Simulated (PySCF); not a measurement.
Delta-SCF ions had no search for a lower state. Excitations are Tamm–Dancoff values on a coarser integration grid. The basis has no diffuse functions, so Rydberg states are missing or too high.

C3H5N, SMILES `C=C=CN` (charge 0, multiplicity 1)

All values below come from ωB97X-D3(BJ)/def2-TZVP // PBE0-D3(BJ)/def2-TZVP (PySCF).

```yaml
HOMO: -8.38 eV
dipole_moment: 1.38 D
HOMO–LUMO gap: 10.60 eV
LUMO: 2.22 eV
S1 excitation (TDA): 4.75 eV
S1 oscillator strength: 0.000
brightest of the four lowest singlets (TDA): 7.20 eV
T1 excitation (TDA): 4.38 eV
S1–T1 gap (TDA): 0.36 eV
vertical ionisation energy (Delta-SCF): 8.30 eV
total_energy: -172.1460 Ha
cost: about 80 core-seconds (a rough figure)
```

```xyz
9

C      1.8500     0.3238    -0.4272
C      0.6284    -0.1254    -0.4104
C     -0.5948    -0.5814    -0.3464
N     -1.7704     0.1730    -0.4242
H      2.4385     0.3486    -1.3415
H      2.3357     0.6928     0.4736
H     -0.7487    -1.6390    -0.1478
H     -1.6267     1.1033    -0.7879
H     -2.5120    -0.2957    -0.9225
```
